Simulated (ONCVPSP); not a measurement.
Which change was made? (Tm, ONCV)

- Element: Tm (Z = 69)
- Generator: ONCVPSP 4.0.1
- Type: optimised norm-conserving Vanderbilt (ONCV)
- Functional: LDA (Perdew-Wang 92)
- Relativity: fully relativistic
- Frozen core: [Kr] 4d10 4f12
- Valence charge: 11
- Reference configuration: 5s2 5p6 5d1 6s1 (charge +1)
- Partial waves: 5s+6s: rc 1.55 bohr, ncon 4, nbas 8, qcut 6.6 1/bohr, 2 projectors; 5p: rc 1.35 bohr, ncon 5, nbas 10, qcut 7.3 1/bohr, 3 projectors, debl 2.9 Ha; 5d: rc 3.35 bohr, ncon 3, nbas 8, qcut 3.8 1/bohr, 1 projector
- Local potential: polynomial inside 1.35 bohr (lpopt 5, dvloc0 1 Ha)
- Core correction: Teter function fitted to the true core (icmod 2), fcfact 0.35

Open shells are filled in proportion to 2j + 1.

Cutoffs, loose and tight: the cutoffs (Ha) at which the residual kinetic energy of the hardest occupied pseudo-wave falls to 1 and 0.1 mHa per electron. They do not see the model core or the augmentation charge, which bear on the density cutoff. Test errors are all-electron minus pseudo excitation energies from the reference, over the configurations 5s2 5p6 5d1 6s2; 5s2 5p6 5d1 6s0; 5s2 5p6 5d0 6s0; 5s1 5p6 5d1 6s2; variants that change the core or the reference have their own tests.

The base gives: outcome: generated; cutoff, loose: 27 Ha; cutoff, tight: 110 Ha; bound ghosts: p3/2; GHOST(+) flags above zero: s, p3/2, d5/2, p1/2, d3/2; largest test error (meV): -468.

(1) After one change the result is: outcome: generated; cutoff, loose: 27 Ha; cutoff, tight: 110 Ha; bound ghosts: p3/2, d5/2, d3/2; GHOST(+) flags above zero: p3/2, p1/2; largest test error (meV): -514. Which change was it?
A. p: nproj 2
B. local potential polynomial inside 0.85 bohr (lpopt 4, dvloc0 2 Ha)
C. local potential polynomial inside 1.35 bohr (lpopt 5, dvloc0 8 Ha)

## Answers

(1) C. The others give: p: nproj 2 → outcome: generated; cutoff, loose: 27 Ha; cutoff, tight: 110 Ha; bound ghosts: none; GHOST(+) flags above zero: s, d5/2, d3/2; largest test error (meV): -468 | local potential polynomial inside 0.85 bohr (lpopt 4, dvloc0 2 Ha) → outcome: generated; cutoff, loose: 27 Ha; cutoff, tight: 110 Ha; bound ghosts: s, p3/2; GHOST(+) flags above zero: p3/2, p1/2; largest test error (meV): -468.
